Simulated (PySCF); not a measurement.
Compound: C6H11FNP.
SMILES with atom numbers: `[CH3:1][NH:2][P:3]1[CH2:4][CH2:5][C:6]([CH3:7])=[C:8]1[F:9]` (hydrogens: H10, H11, H12 on C1; H13 on N2; H14, H15 on C4; H16, H17 on C5; H18, H19, H20 on C7)

Computed with PySCF at PBE0/pcSseg-1, non-relativistic, on one gas-phase PBE0-D3(BJ)/def2-SVP geometry that isn't relaxed in the solvent. The solvent is an IEF-PCM continuum (van der Waals radii × 1.2). Specific hydrogen bonds and non-electrostatic terms are outside this model.

Gas phase at PBE0/pcSseg-1: HOMO -6.39 eV, LUMO 0.05 eV, dipole 2.34 D.

**Question.** What does the continuum do to the energy, the frontier levels and the dipole at PBE0/pcSseg-1 in chloroform and acetone?

**Answer.** 
| solvent | ε | E(solvent) − E(gas) (kJ/mol) | polarisation term (kJ/mol) | distortion of the solute (kJ/mol) | HOMO (eV) | LUMO (eV) | dipole (D) |
| --- | --- | --- | --- | --- | --- | --- | --- |
| chloroform | 4.711 | -13.29 | -14.89 | 1.60 | -6.37 | 0.09 | 3.01 |
| acetone | 20.49 | -17.97 | -21.09 | 3.12 | -6.38 | 0.09 | 3.30 |

The first energy column is the sum of the next two and covers electrostatics alone. From chloroform to acetone the lowering changes by a factor 1.35, Onsager's factor (ε − 1)/(2ε + 1) by 1.30 and ε itself by 4.3.

**Question.** Which radius a makes the point-dipole formula ΔE = −[(ε − 1)/(2ε + 1)]·μ²/a³ give the value in acetone, with the gas-phase dipole?

**Answer.** μ = 0.921 au and |ΔE| = 0.00684 Eh give a = 2.04 Å; the farthest nucleus lies 4.10 Å from the centroid of the nuclei, so such a sphere wouldn't even hold the nuclei. The formula assumes a rigid point dipole at the centre of a sphere.

**Question.** Which Hirshfeld charges (PBE0/pcSseg-1) respond most in acetone (means over atoms taken as equivalent)?

**Answer.** 
```
      atoms                      environment  gas (e)  solvent (e)  change
         P3      three-coordinate phosphorus   +0.172       +0.145  -0.027
         F9                   vinyl fluorine   -0.090       -0.104  -0.014
        H13                     N–H hydrogen   +0.107       +0.118  +0.011
         C8               vinylic C–F carbon   +0.001       -0.009  -0.010
    H16/H17               methylene hydrogen   +0.040       +0.048  +0.008
         C6  fully substituted alkene carbon   -0.018       -0.013  +0.005
         C5                   allylic carbon   -0.070       -0.066  +0.004
H18/H19/H20                  methyl hydrogen   +0.045       +0.048  +0.003
```

**Question.** How do the nuclear quadrupole coupling constants eQVzz/h respond in acetone?

**Answer.** 
```tsv
nucleus	Q (barn)	gas (MHz)	solvent (MHz)	η gas	η solvent
14N at N2	0.02044	-5.63	-5.50	0.10	0.11
```

The run took 46 s on one thread of an Arm Neoverse V2, on a shared host, and the process peaked at 1.2 GiB of memory. This is the whole shielding run at PBE0/pcSseg-1 in acetone, SCF included.
